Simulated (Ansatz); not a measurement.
C$_{2}$H$_{6}$BBrO, SMILES `CCB(O)Br` at its PBE0-D4/def2-TZVP geometry, where that method's forces vanish. Charge 0, multiplicity 1.

```xyz
11

C    -0.9502    0.5467   -0.9615
C     0.2783   -0.1921   -0.4406
B     0.3762   -0.3901    1.1115
O     1.5234   -0.3436    1.8172
Br   -1.2033   -0.7930    2.1564
H    -0.9441    0.6041   -2.0519
H    -1.8680    0.0433   -0.6539
H    -0.9935    1.5673   -0.5743
H     1.1932    0.2952   -0.8022
H     0.3003   -1.2033   -0.8727
H     2.2877   -0.1346    1.2721
```

Task: What forces (eV/Å) does PBE-D4/def2-TZVPP give on these atoms in Ansatz 0.2.0? (Estimate.)

Result: Ansatz gave: 
```
C1  -0.005  0.012 -0.038
C2  -0.011 -0.002  0.103
B3  -0.258 -0.004 -0.230
O4   0.103 -0.084  0.572
Br5 -0.179 -0.046  0.125
H6  -0.016  0.020 -0.221
H7  -0.187 -0.093  0.059
H8  -0.016  0.198  0.072
H9   0.189  0.086 -0.077
H10  0.012 -0.191 -0.100
H11  0.369  0.104 -0.266
```
